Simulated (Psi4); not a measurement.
Cu2, singlet, geometry from GFN2-xTB (such geometries of metal compounds can be far from the true shape).

The Psi4 input:
```
memory 2 GB

molecule mol {
0 1
Cu   -0.000000   -0.000000   -1.112393
Cu    0.000000    0.000000    1.112393
}

set {
  basis def2-svp
  reference rhf
}

energy('scf')
print_variables()
```

Q: What does this run give for the nuclear repulsion energy, number of basis functions, total energy, dipole moment?

A: 
```json
{
 "nuclear_repulsion_energy": "200.0363 Eh",
 "number_of_basis_functions": "62",
 "total_energy": "-3277.3949 Eh",
 "dipole_moment": "0.00 D"
}
```
